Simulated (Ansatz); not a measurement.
Gas-phase electronic energies from Ansatz, PBE0-D4/def2-TZVP geometries. CBS: MP2 limit from def2 TZ/QZ plus the TZ coupled-cluster correction, frozen cores. This one scheme is used for every species. For Ge outer-core shells are correlated without core-valence functions, which leaves a few kJ/mol of doubt a bond. Scalar relativity is left out up to krypton. Each species was taken in one conformer, which may not be the lowest.

`CCS[SiH3]` + `C[B](Cl)[GeH3]` → `CCS[SiH2]Cl` + `C[BH][GeH3]`  (redistribution)

`CCS[SiH3]`:

```xyz
12

C     1.355    1.488   -0.632
C     0.618    0.202   -0.321
S    -0.940    0.585    0.555
Si   -1.681   -1.388    0.815
H     0.755    2.141   -1.268
H     2.290    1.268   -1.153
H     1.595    2.033    0.283
H     1.224   -0.449    0.313
H     0.380   -0.339   -1.239
H    -2.972   -1.261    1.533
H    -1.890   -2.063   -0.495
H    -0.734   -2.217    1.610
```

`C[B](Cl)[GeH3]`:

Cartesian coordinates in Å:
```
C -0.021 -0.347 1.570
B 0.336 0.512 0.328
Cl 1.251 1.997 0.525
Ge -0.198 0.002 -1.610
H -1.081 -0.622 1.560
H 0.229 0.112 2.528
H 0.517 -1.302 1.490
H -1.209 1.025 -2.161
H -0.850 -1.392 -1.689
H 1.026 0.015 -2.543
```

`CCS[SiH2]Cl`:

Z-matrix (Å, degrees):
```
C
C 1 1.513
H 1 1.092 2 111.5
H 1 1.094 2 110.0 3 -119.6
H 1 1.091 2 111.0 3 120.4
S 2 1.829 1 114.0 3 -63.5
H 2 1.092 1 111.1 3 179.5
H 2 1.092 1 112.0 3 59.9
Si 6 2.107 2 101.3 1 76.6
Cl 9 2.062 6 111.8 2 59.8
H 9 1.479 6 106.0 2 178.8
H 9 1.481 6 113.3 2 -58.8
```

`C[BH][GeH3]`:

Z-matrix (Å, degrees):
```
C
B 1 1.548
H 1 1.106 2 102.9
H 1 1.093 2 114.7 3 113.8
H 1 1.091 2 116.2 3 -115.3
Ge 2 2.066 1 123.5 3 93.8
H 2 1.200 1 119.3 3 -83.2
H 6 1.542 2 112.1 1 -127.5
H 6 1.544 2 109.4 1 114.7
H 6 1.542 2 113.8 1 -5.0
```

```
         species  SCS-MP2/def2-QZVPP energy (Eh)
     `CCS[SiH3]`                      -767.68151
`C[B](Cl)[GeH3]`                     -2602.03078
   `CCS[SiH2]Cl`                     -1226.87796
   `C[BH][GeH3]`                     -2142.83454
```

Question: Work out ΔE.

Answer: ΔE = (-1226.87796) + (-2142.83454) − (-767.68151) − (-2602.03078) = -0.00021 Eh = -0.01 eV. CCSD(T)/CBS gives -0.01 eV.

Largest T1 diagnostic among the species: 0.012.

From PBE to PBE0 (25 % exact exchange), in def2-TZVPP and without D4, ΔE moves by −0.03 eV. In def2-TZVPP, CCSD(T) changes the Hartree–Fock value by +0.09 eV (the triples alone add +0.02 eV) and MP2 by +0.08 eV.
